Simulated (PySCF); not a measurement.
dimethyl telluride (C2H6Te), singlet, geometry from GFN2-xTB (all electrons, no relativity); HF/3-21G run with PySCF.

Here is a job for PySCF.
```python
from pyscf import gto, scf

mol = gto.Mole()
mol.atom = '''
    C     1.51403960   -0.61814695    0.97361016
    Te    0.01637111    0.19648656   -0.35400888
    C    -1.60205503   -0.43829160    0.92933228
    H     1.38011691   -1.68745138    1.07645886
    H     2.48866467   -0.41855255    0.54994310
    H     1.44343271   -0.14926988    1.94678120
    H    -1.59498997   -1.51573359    1.03418433
    H    -2.53486000   -0.12860379    0.47856174
    H    -1.50556944    0.02094119    1.90487761
'''
mol.basis = '3-21g'
mol.verbose = 4
mol.symmetry = True
mol.build()

mf = scf.RHF(mol)
mf.irrep_nelec = {"A'": 48, 'A"': 22}
mf.kernel()
mf.analyze()
```

Task: Predict the main parts of the log of this PySCF run.

Result: 
```
PySCF version 2.14.0

[INPUT] verbose = 4
[INPUT] num. atoms = 9
[INPUT] num. electrons = 70
[INPUT] charge = 0
[INPUT] spin (= nelec alpha-beta = 2S) = 0
[INPUT] symmetry True subgroup None
[INPUT] Mole.unit = angstrom
[INPUT] Symbol           X                Y                Z      unit          X                Y                Z       unit  Magmom
[...]
nuclear repulsion = 245.740803929812
point group symmetry = Cs
symmetry origin: [ 5.39921714e-10 -4.85929575e-09 -7.55890452e-09]
symmetry axis x: [-0.0434561  -0.87264881 -0.48641096]
symmetry axis y: [-0.04040327 -0.48493752  0.87361501]
symmetry axis z: [ 0.99823802 -0.05761649  0.01418437]
num. orbitals of irrep A' = 37
num. orbitals of irrep A" = 24
number of shells = 35
number of NR pGTOs = 129
number of NR cGTOs = 61
basis = 3-21g
ecp = {}

******** <class 'pyscf.scf.hf_symm.SymAdaptedRHF'> ********
method = SymAdaptedRHF
initial guess = minao
damping factor = 0
level_shift factor = 0
DIIS = <class 'pyscf.scf.diis.CDIIS'>
diis_start_cycle = 1
diis_space = 8
diis_damp = 0
SCF conv_tol = 1e-09
SCF conv_tol_grad = None
SCF max_cycles = 50
direct_scf = True
direct_scf_tol = 1e-13
Freeze 70 electrons in irreps ["A'", 'A"']
    0 free electrons in irreps
Set gradient conv threshold to 3.16228e-05
Initial guess from minao.
init E= -6645.49518288243
HOMO (A') = 0.0681703445074107  LUMO (A") = -0.387848370574643  gap/eV = -12.40890

WARN: A' HOMO 0.0681703445074107 > system LUMO -0.387848370574643

WARN: A" LUMO -0.387848370574643 < system HOMO 0.0681703445074107

cycle= 1 E= -6660.64479127093  delta_E= -15.1  |g|= 0.366  |ddm|=  8.7
HOMO (A') = -0.0568201407673583  LUMO (A") = -0.249079442512514  gap/eV = -5.23164

WARN: A' HOMO -0.0568201407673583 > system LUMO -0.249079442512514

WARN: A" LUMO -0.249079442512514 < system HOMO -0.0568201407673583

cycle= 2 E= -6660.70948918785  delta_E= -0.0647  |g|= 0.121  |ddm|= 0.922
HOMO (A') = -0.0487777834165704  LUMO (A") = -0.20926462397683  gap/eV = -4.36707

WARN: A' HOMO -0.0487777834165704 > system LUMO -0.20926462397683

WARN: A" LUMO -0.20926462397683 < system HOMO -0.0487777834165704

cycle= 3 E= -6660.71597447771  delta_E= -0.00649  |g|= 0.0376  |ddm|= 0.358
HOMO (A') = -0.0528104583134088  LUMO (A") = -0.208574644480855  gap/eV = -4.23856

WARN: A' HOMO -0.0528104583134088 > system LUMO -0.208574644480855

WARN: A" LUMO -0.208574644480855 < system HOMO -0.0528104583134088

cycle= 4 E= -6660.71786617927  delta_E= -0.00189  |g|= 0.0176  |ddm|= 0.246
[...]

WARN: A' HOMO -0.050873426926797 > system LUMO -0.205315857711651

WARN: A" LUMO -0.205315857711651 < system HOMO -0.050873426926797

cycle= 8 E= -6660.7187279994  delta_E= -6.95e-07  |g|= 0.000218  |ddm|= 0.0136
HOMO (A') = -0.0508813208469883  LUMO (A") = -0.20531930708008  gap/eV = -4.20247

WARN: A' HOMO -0.0508813208469883 > system LUMO -0.20531930708008

WARN: A" LUMO -0.20531930708008 < system HOMO -0.0508813208469883

cycle= 9 E= -6660.71872814789  delta_E= -1.48e-07  |g|= 3.71e-05  |ddm|= 0.00917
HOMO (A') = -0.050878593352262  LUMO (A") = -0.205323744092232  gap/eV = -4.20267

WARN: A' HOMO -0.050878593352262 > system LUMO -0.205323744092232

WARN: A" LUMO -0.205323744092232 < system HOMO -0.050878593352262

cycle= 10 E= -6660.71872815124  delta_E= -3.35e-09  |g|= 5.65e-06  |ddm|= 0.00152
HOMO (A') = -0.0508787239695834  LUMO (A") = -0.205322530370167  gap/eV = -4.20263

WARN: A' HOMO -0.0508787239695834 > system LUMO -0.205322530370167

WARN: A" LUMO -0.205322530370167 < system HOMO -0.0508787239695834

cycle= 11 E= -6660.71872815128  delta_E= -4.37e-11  |g|= 1.58e-06  |ddm|= 0.000111
HOMO (A') = -0.0508787922950897  LUMO (A") = -0.205322696684803  gap/eV = -4.20263

WARN: A' HOMO -0.0508787922950897 > system LUMO -0.205322696684803

WARN: A" LUMO -0.205322696684803 < system HOMO -0.0508787922950897

Extra cycle  E= -6660.71872815129  delta_E= -1.27e-11  |g|= 9.62e-07  |ddm|= 3.2e-05
converged SCF energy = -6660.71872815129
**** SCF Summaries ****
Total Energy =                       -6660.718728151294272
Nuclear Repulsion Energy =             245.740803929811591
One-electron Energy =                -9660.358504975245523
Two-electron Energy =                 2753.898972894140115
Two-electron Coulomb Energy =         2934.922259554369703
DFT Exchange-Correlation Energy =     -181.023286660229587
HOMO-LUMO gap [eV] =                    -4.202632700784447
Wave-function symmetry = A'
occupancy for each irrep:     A'   A"
                              24   11
**** MO energy ****
[...]
 ** Mulliken pop on meta-lowdin orthogonal AOs  **
 ** Mulliken pop  **
 ** Mulliken atomic charges  **
charge of    0C =     -0.36843
charge of    1Te =     -0.05507
charge of    2C =     -0.36843
charge of    3H =      0.12300
charge of    4H =      0.14955
charge of    5H =      0.12342
charge of    6H =      0.12300
charge of    7H =      0.14955
charge of    8H =      0.12342
Dipole moment(X, Y, Z, Debye): -0.16512, -1.97686,  3.59028
```
